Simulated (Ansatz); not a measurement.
Start from `CO[Si](F)(Cl)[SeH]` and change one atom or group to get `CO[Si](Cl)(Cl)[SeH]`.

Ansatz, PBE0-D4/def2-TZVP geometries, multiplicity 1. Each molecule was computed in one conformer, which needn't be the lowest.

Scalar relativity is left out up to krypton.

| property | `CO[Si](F)(Cl)[SeH]` |
| --- | --- |
| LUMO energy (PBE0/def2-TZVPP) / eV | -0.24 |
| LUMO energy (B3LYP/def2-TZVPP) / eV | -0.50 |
| LUMO energy (ωB97M-V/def2-TZVPP) / eV | 1.67 |
| LUMO energy (PBE/def2-TZVPP) / eV | -1.13 |
| HOMO–LUMO gap (PBE0/def2-TZVPP) / eV | 7.29 |
| size of the dipole moment (B3LYP/def2-TZVPP) / D | 1.85 |

**Question.** What does the change do to each property? (Estimate.)

**Answer.** Ansatz gave: 
| property | `CO[Si](Cl)(Cl)[SeH]` | shift |
| --- | --- | --- |
| LUMO energy (PBE0/def2-TZVPP) / eV | -0.54 | -0.30 |
| LUMO energy (B3LYP/def2-TZVPP) / eV | -0.76 | -0.26 |
| LUMO energy (ωB97M-V/def2-TZVPP) / eV | 1.44 | -0.23 |
| LUMO energy (PBE/def2-TZVPP) / eV | -1.42 | -0.29 |
| HOMO–LUMO gap (PBE0/def2-TZVPP) / eV | 6.95 | -0.34 |
| size of the dipole moment (B3LYP/def2-TZVPP) / D | 1.78 | -0.07 |

With PBE0 the HOMO rises by 0.05 eV and the LUMO falls by 0.30 eV, so the gap narrows by about 0.35 eV. PBE moves the HOMO by 0.04 eV and ωB97M-V by 0.05 eV. Dipoles are sizes alone; their direction can turn.

B3LYP here is the variant with VWN-RPA as its local correlation; programs differ in this.

Spin–orbit coupling is left out; it splits and shifts lone-pair levels of the heavy atoms by tenths of an eV.
